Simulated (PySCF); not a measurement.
Group charges in `CC#CP(CC#N)C(F)(F)F`

C6H5F3NP.
Atom-mapped SMILES: `[CH3:1][C:2]#[C:3][P:4]([CH2:5][C:6]#[N:7])[C:8]([F:9])([F:10])[F:11]` (hydrogens: H12, H13, H14 on C1; H15, H16 on C5)

Geometry (GFN2-xTB, Å), atoms numbered from 1 in this order:
```xyz
16
C6H5F3NP angstrom
C      3.3500    0.4205    0.4496
C      1.9381    0.2700    0.6838
C      0.7465    0.1434    0.8210
P     -0.9499   -0.0441    1.2344
C     -1.6426    1.0684   -0.1116
C     -3.0734    0.9567   -0.1787
N     -4.2112    0.8667   -0.2256
C     -1.1483   -1.6646    0.2638
F     -2.4167   -2.0883    0.2600
F     -0.4073   -2.6287    0.8256
F     -0.7626   -1.5793   -1.0212
H      3.6806    1.3966    0.8035
H      3.5663    0.3331   -0.6147
H      3.8934   -0.3555    0.9875
H     -1.1956    0.8193   -1.0801
H     -1.3748    2.0949    0.1587
```

Atomic charges (e) from the PBE0/pcSseg-1 density (PySCF):

```
atom  Mulliken      IAO  Hirshfeld  ESP-fitted
  C1   -0.1694  -0.4425    -0.0872     -0.5638
  C2   -0.3310  +0.0291    -0.0065     +0.1546
  C3   -0.2552  -0.3528    -0.1522     -0.1959
  P4   +0.5570  +0.5863    +0.1988     +0.0108
  C5   -0.4071  -0.4775    -0.0901     -0.2864
  C6   +0.0660  +0.1333    +0.0695     +0.3993
  N7   -0.2237  -0.2321    -0.2181     -0.4572
  C8   +0.6329  +0.6327    +0.2113     +0.4181
  F9   -0.2528  -0.2689    -0.0883     -0.1215
 F10   -0.2578  -0.2724    -0.0930     -0.1497
 F11   -0.2653  -0.2785    -0.0866     -0.1497
 H12   +0.1596  +0.1817    +0.0694     +0.2028
 H13   +0.1615  +0.1816    +0.0693     +0.1993
 H14   +0.1632  +0.1843    +0.0711     +0.2098
 H15   +0.2157  +0.1966    +0.0596     +0.1292
 H16   +0.2064  +0.1990    +0.0730     +0.2002
```

**Question.** Cut each of the bonds C1–C2, C2–C3, C3–P4, C5–P4, C6–C5 and C8–P4 in turn and sum the charges on the side of the atom named first.

**Answer.** In e; the other side holds the opposite charge:

```tsv
bond cut	piece	atoms	Mulliken	IAO	Hirshfeld	ESP-fitted
C1–C2	CH3	4	+0.315	+0.105	+0.123	+0.048
C2–C3	C2H3	5	-0.016	+0.134	+0.116	+0.203
C3–P4	C3H3	6	-0.271	-0.219	-0.036	+0.007
C5–P4	C2H2N	5	-0.143	-0.181	-0.106	-0.015
C6–C5	CN	2	-0.158	-0.099	-0.149	-0.058
C8–P4	CF3	4	-0.143	-0.187	-0.057	-0.003
```

Extremes among these pieces. Mulliken: lowest C3H3 at C3, highest CH3 at C1; IAO: lowest C3H3 at C3, highest C2H3 at C2; Hirshfeld: lowest CN at C6, highest CH3 at C1; ESP-fitted: lowest CN at C6, highest C2H3 at C2.

**Question.** Do the schemes agree better on the pieces than on the single atoms at the cuts?

**Answer.** The spread between schemes averages 0.202 e for the pieces and 0.384 e for the atoms named first; it is smaller for the piece at 5 of the 6 cuts. On average they agree better on the pieces.

Isolated species at its GFN2-xTB geometry (one conformer only).

The run behind these numbers computed NMR shieldings as well. Time: 50 s (grids of density and orbitals included); peak memory 0.95 GiB. Hardware: one thread of an Arm Neoverse V1, on a shared host.
